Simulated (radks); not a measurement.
Values are calculated unless marked as measured or tabulated.
The nuclear charge of the lutetium ion Lu2+ is varied continuously with 69 electrons held in [Xe] 4f14 6s1. Code: a radial shooting solver on a logarithmic mesh with Libxc functionals. Model: scalar-relativistic Kohn-Sham, PBEsol, spin-polarised, spherical densities, finite nucleus; open shells are filled with parallel spins first (spin-orbit coupling, left out, can overturn this in heavy ions); Fermi nuclear charge, rms radius 5.37 fm. By the Hellmann-Feynman theorem dE/dZ = E(electron-nucleus)/Z, the electronic potential at the nucleus (averaged over a nucleus of fixed radius). The scalar-relativistic energy here is not variational (the density holds large components alone), so the two differ by a part that grows with Z.

Z,E (hartree),E(electron-nucleus)/Z (hartree),HOMO,e(HOMO) (eV),<r> HOMO (bohr)
70.5,-14303.5546,-499.297,6s,-13.663,3.246
70.75,-14429.5902,-501.956,6s,-15.814,3.136
71,-14556.3023,-504.616,6s,-18.057,3.037
71.25,-14683.6915,-507.278,6s,-20.389,2.948
71.5,-14811.7583,-509.942,6s,-22.807,2.865
71.75,-14940.5034,-512.608,6s,-25.307,2.789
72,-15069.9276,-515.277,6s,-27.888,2.719

The central difference of E at Z = 71 is -508.203 hartree, to compare with the third column; the second derivative is -10.8 hartree.
